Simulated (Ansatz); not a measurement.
Program: Ansatz. Geometries: PBE0-D4/def2-TZVP. ΔE: electronic, gas phase. CCSD(T)/CBS is the MP2 limit (def2-TZVPP, def2-QZVPP) plus CCSD(T) − MP2 in def2-TZVPP, frozen cores. Functionals use def2-TZVPP. def2 core potentials past Kr. For Ga, Ge, I outer-core shells are correlated without core-valence functions, which leaves a few kJ/mol of doubt a bond. Scalar relativity is left out up to krypton. Each species was taken in one conformer, which may not be the lowest.

`S[SiH2][GaH][I]` + `[OH][GeH3]` → `S[SiH2][O][GeH3]` + `[GaH2][I]`  (cleavage of the Si–Ga bond)

Task: Is it downhill or uphill in electronic energy at CCSD(T)/CBS, and by how much? (An estimate is asked.)

Result: Ansatz gave: Downhill: ΔE = -90.1 kJ/mol.

Task: What do these levels give: BHLYP-D4, ωB97X-V, ωB97M-V, CAM-B3LYP, SCS-MP2/def2-TZVPP, CCSD/def2-TZVPP? (Estimate.)

Result: Ansatz gave: BHLYP-D4 -100.2, ωB97X-V -95.8, ωB97M-V -96.8, CAM-B3LYP -102.9, SCS-MP2/def2-TZVPP -102.8, CCSD/def2-TZVPP -98.4 kJ/mol.

Largest T1 diagnostic among the species: 0.012.

Leaving LDA and LC-ωPBE aside and taking each functional with its dispersion term where it has one, the values, not all of them listed here, spread over 32.8 kJ/mol, from CAM-B3LYP-D4 to PBE-D4. LDA lies −4.8 kJ/mol from PBE without D4. From r2SCAN to r2SCAN0 (25 % exact exchange), in def2-TZVPP and without D4, ΔE moves by −3.3 kJ/mol. In def2-TZVPP, CCSD(T) changes the Hartree–Fock value by +28.7 kJ/mol (the triples alone add +4.0 kJ/mol) and MP2 by +26.0 kJ/mol.
